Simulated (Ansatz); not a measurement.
Isomers of CH$_{5}$ClOSi, relaxed with PBE0-D4/def2-TZVP in Ansatz; electronic energies, one conformer each and not always the lowest. Functionals use def2-TZVPP; CBS adds triple-zeta CCSD(T) − MP2 to the MP2 limit of def2-TZVPP and def2-QZVPP.

Q: Order them by energy at frozen-core CCSD(T)/CBS, lowest first. (Estimate.)
A. `CO[SiH2]Cl`
B. `C[SiH](O)Cl`
C. `OC([SiH3])Cl`

A: B (0.0 kJ/mol), A (107.4 kJ/mol), C (368.0 kJ/mol).

Q: How do B2PLYP, r2SCAN-D4, B3LYP-D4, ωB97M-V place them (kJ/mol, against `C[SiH](O)Cl`)? (An estimate is asked.)

A: Ansatz gave: 
| isomer | B2PLYP | r2SCAN-D4 | B3LYP-D4 | ωB97M-V |
| --- | --- | --- | --- | --- |
| `OC([SiH3])Cl` | 365.4 | 365.3 | 356.6 | 365.2 |
| `CO[SiH2]Cl` | 102.3 | 108.6 | 99.6 | 106.9 |

B3LYP here is the variant with VWN-RPA as its local correlation; programs differ in this.
